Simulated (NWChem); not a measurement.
System: CH6O2Si2; SMILES O=C[SiH2]O[SiH3]

```xyz
11

O      0.2475    -3.1982     0.0000
C      0.6192    -2.0386     0.0000
Si    -0.6971    -0.6333     0.0000
O      0.0665     0.8238     0.0000
Si     0.2725     2.4618     0.0000
H      1.7129    -1.8043     0.0000
H     -1.5360    -0.8034    -1.2146
H     -1.5360    -0.8034     1.2146
H      1.7273     2.7566     0.0000
H     -0.3499     3.0610    -1.2103
H     -0.3499     3.0610     1.2103
```
Atoms are numbered in this order, from 1.

Results from NWChem. Pople sets run with spherical d functions. STO-3G and 3-21G are far too small for this property and stand as cheap habits. Structure relaxed at the B3LYP/6-31G* (spherical d) level. GIAO values for the isolated, static molecule; σ is the absolute isotropic shielding, δ = σ(reference) − σ with the isolated reference molecule computed at the same levels (13C: tetramethylsilane, 1H: tetramethylsilane, 17O: water, 29Si: tetramethylsilane).

| level | δ O1 (ppm) | δ C2 (ppm) | δ Si3 (ppm) | δ O4 (ppm) | δ Si5 (ppm) | δ H7 (ppm) | δ H9 (rotor mean) (ppm) | relative time |
|---|---|---|---|---|---|---|---|---|
| PBE/pcSseg-1 | 951.4 | 252.7 | -62.0 | 5.2 | -40.6 | 4.86 | 5.43 | 10 |
| B3LYP/6-311G** | 956.8 | 248.2 | -61.3 | 5.4 | -44.9 | 4.85 | 5.41 | 20 |
| Hartree-Fock/STO-3G | 863.1 | 185.9 | -47.0 | -217.3 | -45.7 | 2.43 | 2.07 | 1 |
| BHandHLYP/pcSseg-1 | 984.5 | 253.4 | -57.9 | -4.2 | -43.9 | 4.44 | 4.92 | 20 |

Times are rough ratios from one shared machine.
